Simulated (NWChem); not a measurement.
Species: CdH2SO; SMILES [OH][Cd][SH]

```xyz
5

Cd    -0.0065    -0.2927    -0.0013
O     -0.0169    -2.2589    -0.0743
H      0.0212    -2.6460     0.8079
S     -0.0542     2.0384    -0.0073
H      1.2930     2.1526    -0.0339
```
Atoms are numbered in this order, from 1.

Computed with NWChem. Geometry: optimised at PBE0/def2-SVP. def2 effective core potentials on Cd; no spin-orbit coupling. Level PBE/def2-SVP: energy and gradient on several grids; changes count from the extra-fine grid, which is no exact limit either.

| grid | size of the energy change (μHa) | largest change of a gradient component (μHa/bohr) |
|---|---|---|
| xcoarse | 2000 | 10000 |
| coarse | 60 | 1000 |
| medium | < 10 | 100 |
| fine | < 10 | < 30 |
| xfine | < 10 | < 30 |
